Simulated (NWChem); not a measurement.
Species: BeNH3Se; SMILES [Be]([NH2])[SeH]

```xyz
6

Be     0.0286    -1.1384    -0.0006
N     -0.0050    -2.6343     0.0014
H     -0.0309    -3.2244    -0.8241
H     -0.0103    -3.2221     0.8287
Se     0.1189     0.8932    -0.0034
H     -1.3498     0.9959     0.0150
```
Atoms are numbered in this order, from 1.

Results from NWChem. Pople sets run with spherical d functions. Coordinates come from a PBE0/def2-SVP optimisation. Vzz is the largest principal value of the second derivative of the potential at the nucleus (NWChem prints the opposite sign); η is the asymmetry. Non-relativistic.

What does the run give for PBE0/6-31G*? Quantities: Vzz Be1 (a.u.); η Be1; Vzz N2 (a.u.); η N2; Vzz Se5 (a.u.); η Se5.


```yaml
Vzz Be1 (a.u.): -0.179
"η Be1": 0.26
Vzz N2 (a.u.): -0.681
"η N2": 0.76
Vzz Se5 (a.u.): 3.429
"η Se5": 0.71
```
